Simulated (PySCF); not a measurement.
Exercise with solution: oscillator strength and radiative lifetime

1-butanol (C4H10O), SMILES CCCCO.

Geometry: TPSSh-D3(BJ)/def2-SVP. Other conformers were not sampled.

TDDFT-PBE/def2-SVPD (PySCF) puts the first singlet state with f over 0.02 at 7.39 eV (vertical), with the transition dipole (-0.350, -0.129, 0.000) in atomic units.

Find the oscillator strength, the wavelength and the radiative lifetime that this transition would have in vacuum if emission retraced absorption.


|μ|² = 0.1391 au, so |μ| = 0.95 D. ΔE = 7.39/27.211 = 0.2716 hartree. f = (2/3) ΔE |μ|² = 0.025 (the program prints 0.025).
λ = 1239.84/7.39 = 168 nm; ν = 59604 cm⁻¹.
Einstein's coefficient A = 0.6670 ν² f s⁻¹ (ν in cm⁻¹) = 6.0e7 s⁻¹, so τ = 1/A = 17 ns. This state is S4; the lower singlets have f = 0.001, 0.002, 0.016. The figure is the radiative limit of this one transition; relaxation, internal conversion, crossing to triplets and a medium change what is measured.
